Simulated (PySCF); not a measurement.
Isomers of C6H10O2Si.

All values: PBE0/pcSseg-1 (PySCF) at GFN2-xTB geometries, gas phase, one conformer each.

**Question.** Rank by the lowest IAO charge on any atom, lowest value first.
A. `[CH3:1][C:2]1=[C:3]([CH3:4])[SiH2:5][O:6][C:7](=[O:8])[CH2:9]1` with C2–C3–Si5–O6 -23°, C3–Si5–O6–C7 18°, Si5–O6–C7–O8 -167°, O6–C7–C9–C2 -47°
B. `[CH3:1]/[C:2]([CH2:3][O:4][CH:5]=[O:6])=[C:7]1\[CH2:8][SiH2:9]1` with C1–C2–C3–O4 -81°, C2–C3–O4–C5 -85°, C3–O4–C5–O6 -2°
C. `[CH2:1]=[C:2]1[CH2:3][O:4][C@H:5]([CH:6]=[O:7])[CH2:8][SiH2:9]1` with O4–C5–C6–O7 -146°, C1–C2–C3–O4 127°, C2–C3–O4–C5 67°, C3–O4–C5–C6 59°, O4–C5–C8–Si9 55°
D. `[CH3:1]/[CH:2]=[C:3]1\[CH2:4][O:5][CH2:6][C:7](=[O:8])[SiH2:9]1` with C2–C3–C4–O5 -178°, C3–C4–O5–C6 -74°, C4–O5–C6–C7 74°, O5–C6–C7–O8 179°
E. `[CH2:1]=[CH:2][C@@H:3]1[CH2:4][O:5][CH2:6][C:7](=[O:8])[SiH2:9]1` with C1–C2–C3–C4 -139°, C2–C3–C4–O5 -65°, C3–C4–O5–C6 -83°, C4–O5–C6–C7 65°, O5–C6–C7–O8 154°
F. `[CH2:1]=[C:2]1[SiH2:3][O:4][C@H:5]([O:6][CH3:7])[C:8]1=[CH2:9]` with O4–C5–O6–C7 64°, C1–C2–Si3–O4 179°, C2–Si3–O4–C5 17°, Si3–O4–C5–O6 93°, O4–C5–C8–C9 -156°

**Answer.** F (-0.654 e), A (-0.582 e), C (-0.561 e), B (-0.540 e), D (-0.431 e), E (-0.396 e).

**Question.** Rank by HOMO–LUMO gap, lowest first.
A. `[CH2:1]=[C:2]1[CH2:3][O:4][C@H:5]([CH:6]=[O:7])[CH2:8][SiH2:9]1` with O4–C5–C6–O7 -146°, C1–C2–C3–O4 127°, C2–C3–O4–C5 67°, C3–O4–C5–C6 59°, O4–C5–C8–Si9 55°
B. `[CH2:1]=[C:2]1[SiH2:3][O:4][C@H:5]([O:6][CH3:7])[C:8]1=[CH2:9]` with O4–C5–O6–C7 64°, C1–C2–Si3–O4 179°, C2–Si3–O4–C5 17°, Si3–O4–C5–O6 93°, O4–C5–C8–C9 -156°
C. `[O:1]=[CH:2]/[CH:3]=[CH:4]/[C:5](=[O:6])[CH2:7][CH2:8][SiH3:9]` with O1–C2–C3–C4 180°, C3–C4–C5–O6 -158°, C4–C5–C7–C8 161°, C5–C7–C8–Si9 47°
D. `O=C1[SiH2][C@@H]2CC[C@H]1OC2`
E. `[CH3:1]/[C:2]([CH2:3][O:4][CH:5]=[O:6])=[C:7]1\[CH2:8][SiH2:9]1` with C1–C2–C3–O4 -81°, C2–C3–O4–C5 -85°, C3–O4–C5–O6 -2°

**Answer.** C (4.74 eV), D (5.33 eV), B (5.49 eV), A (6.18 eV), E (6.58 eV).

**Question.** Rank by dipole moment, highest first.
A. `O=C1[SiH2][C@@H]2CC[C@H]1OC2`
B. `[CH2:1]=[CH:2][C@@H:3]1[CH2:4][O:5][CH2:6][C:7](=[O:8])[SiH2:9]1` with C1–C2–C3–C4 -139°, C2–C3–C4–O5 -65°, C3–C4–O5–C6 -83°, C4–O5–C6–C7 65°, O5–C6–C7–O8 154°
C. `[CH3:1][C:2]1=[C:3]([CH3:4])[SiH2:5][O:6][C:7](=[O:8])[CH2:9]1` with C2–C3–Si5–O6 -23°, C3–Si5–O6–C7 18°, Si5–O6–C7–O8 -167°, O6–C7–C9–C2 -47°
D. `[CH2:1]=[C:2]1[SiH2:3][O:4][C@H:5]([O:6][CH3:7])[C:8]1=[CH2:9]` with O4–C5–O6–C7 64°, C1–C2–Si3–O4 179°, C2–Si3–O4–C5 17°, Si3–O4–C5–O6 93°, O4–C5–C8–C9 -156°
E. `[CH2:1]=[C:2]1[CH2:3][O:4][C@H:5]([CH:6]=[O:7])[CH2:8][SiH2:9]1` with O4–C5–C6–O7 -146°, C1–C2–C3–O4 127°, C2–C3–O4–C5 67°, C3–O4–C5–C6 59°, O4–C5–C8–Si9 55°
F. `[CH3:1]/[CH:2]=[C:3]1\[CH2:4][O:5][CH2:6][C:7](=[O:8])[SiH2:9]1` with C2–C3–C4–O5 -178°, C3–C4–O5–C6 -74°, C4–O5–C6–C7 74°, O5–C6–C7–O8 179°

**Answer.** C (4.82 D), A (3.52 D), F (3.33 D), B (2.73 D), E (1.52 D), D (0.46 D).

All values together:

| SMILES | μ (D) | HOMO (eV) | LUMO (eV) | lowest IAO charge (e) | highest IAO charge (e) | lowest Hirshfeld charge (e) | highest Hirshfeld charge (e) |
| --- | --- | --- | --- | --- | --- | --- | --- |
| CC1=C(C)[SiH2]OC(=O)C1 | 4.82 | -7.17 | -0.60 | -0.582 (O) | +0.989 (Si) | -0.270 (O) | +0.406 (Si) |
| C/C(COC=O)=C1\C[SiH2]1 | 1.57 | -6.99 | -0.41 | -0.540 (C) | +0.663 (Si) | -0.242 (O) | +0.312 (Si) |
| C=C[C@@H]1COCC(=O)[SiH2]1 | 2.73 | -6.68 | -1.41 | -0.396 (C) | +0.682 (Si) | -0.222 (O) | +0.330 (Si) |
| C/C=C1\COCC(=O)[SiH2]1 | 3.33 | -6.54 | -1.31 | -0.431 (C) | +0.679 (Si) | -0.230 (O) | +0.306 (Si) |
| C=C1[SiH2]O[C@H](OC)C1=C | 0.46 | -6.89 | -1.40 | -0.654 (O) | +0.994 (Si) | -0.233 (O) | +0.400 (Si) |
| O=C/C=C/C(=O)CC[SiH3] | 1.29 | -7.88 | -3.15 | -0.535 (C) | +0.614 (Si) | -0.213 (O) | +0.280 (Si) |
| C=C1CO[C@H](C=O)C[SiH2]1 | 1.52 | -7.31 | -1.13 | -0.561 (C) | +0.743 (Si) | -0.201 (O) | +0.331 (Si) |
| O=C1[SiH2][C@@H]2CC[C@H]1OC2 | 3.52 | -6.50 | -1.17 | -0.405 (O) | +0.661 (Si) | -0.226 (O) | +0.318 (Si) |
| O=CC[SiH2]O[C@]12C[C@H]1C2 | 3.21 | -6.85 | -0.72 | -0.606 (C) | +1.031 (Si) | -0.240 (O) | +0.422 (Si) |
| C=C(C)[C@@]1(OC=O)C[SiH2]1 | 1.65 | -6.93 | -0.25 | -0.542 (C) | +0.650 (Si) | -0.203 (O) | +0.281 (Si) |

Conformers: `[CH3:1][C:2]1=[C:3]([CH3:4])[SiH2:5][O:6][C:7](=[O:8])[CH2:9]1` with C2–C3–Si5–O6 -23°, C3–Si5–O6–C7 18°, Si5–O6–C7–O8 -167°, O6–C7–C9–C2 -47°; `[CH3:1]/[C:2]([CH2:3][O:4][CH:5]=[O:6])=[C:7]1\[CH2:8][SiH2:9]1` with C1–C2–C3–O4 -81°, C2–C3–O4–C5 -85°, C3–O4–C5–O6 -2°; `[CH2:1]=[CH:2][C@@H:3]1[CH2:4][O:5][CH2:6][C:7](=[O:8])[SiH2:9]1` with C1–C2–C3–C4 -139°, C2–C3–C4–O5 -65°, C3–C4–O5–C6 -83°, C4–O5–C6–C7 65°, O5–C6–C7–O8 154°; `[CH3:1]/[CH:2]=[C:3]1\[CH2:4][O:5][CH2:6][C:7](=[O:8])[SiH2:9]1` with C2–C3–C4–O5 -178°, C3–C4–O5–C6 -74°, C4–O5–C6–C7 74°, O5–C6–C7–O8 179°; `[CH2:1]=[C:2]1[SiH2:3][O:4][C@H:5]([O:6][CH3:7])[C:8]1=[CH2:9]` with O4–C5–O6–C7 64°, C1–C2–Si3–O4 179°, C2–Si3–O4–C5 17°, Si3–O4–C5–O6 93°, O4–C5–C8–C9 -156°; `[O:1]=[CH:2]/[CH:3]=[CH:4]/[C:5](=[O:6])[CH2:7][CH2:8][SiH3:9]` with O1–C2–C3–C4 180°, C3–C4–C5–O6 -158°, C4–C5–C7–C8 161°, C5–C7–C8–Si9 47°; `[CH2:1]=[C:2]1[CH2:3][O:4][C@H:5]([CH:6]=[O:7])[CH2:8][SiH2:9]1` with O4–C5–C6–O7 -146°, C1–C2–C3–O4 127°, C2–C3–O4–C5 67°, C3–O4–C5–C6 59°, O4–C5–C8–Si9 55°; `[O:1]=[CH:2][CH2:3][SiH2:4][O:5][C@:6]12[CH2:7][C@H:8]1[CH2:9]2` with O1–C2–C3–Si4 -92°, C2–C3–Si4–O5 -65°, C3–Si4–O5–C6 -177°, Si4–O5–C6–C7 114°; `[CH2:1]=[C:2]([CH3:3])[C@@:4]1([O:5][CH:6]=[O:7])[CH2:8][SiH2:9]1` with C1–C2–C4–O5 113°, C2–C4–O5–C6 -164°, C4–O5–C6–O7 0°.
